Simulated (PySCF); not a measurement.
## Working out the ionisation energy of Sm

Sm [Xe] 4f6 6s2 (7F) → Sm⁺ [Xe] 4f6 6s1 (8F). Calculation: PySCF 2.14, in x2c-TZVPPall with one added diffuse shell each of s, p, d, f type (12s8p8d5f2g, 129 functions); the spin-free X2C one-electron Hamiltonian (Gaussian nucleus). Frozen: [Ar] 3d10. Energies in hartree (1 hartree = 27.21139 eV):

```csv
part,Sm (lower),Sm⁺ (upper)
UHF,-10422.728489,-10422.559932
MP2 opposite-spin,-0.703723,-0.674808
MP2 same-spin,-0.472394,-0.466132
```

Problem. What does Hartree-Fock give?

Solution. (-10422.559932) − (-10422.728489) = 0.168557 hartree = 4.587 eV.

Problem. What do MP2 and SCS-MP2 (6/5 opposite-spin, 1/3 same-spin) give?

Solution. The opposite-spin parts differ by 0.787 eV and the same-spin parts by 0.170 eV. MP2: 4.587 + (0.787) + (0.170) = 5.544 eV. SCS-MP2: 4.587 + 1.2 × (0.787) + (0.170)/3 = 5.588 eV.

Measured between the centres of the two terms (NIST): 5.626 eV, so MP2 (valence and next inner shell) is off by -0.082 eV.

What remains against the reference includes basis incompleteness, the frozen core and correlation beyond second order.
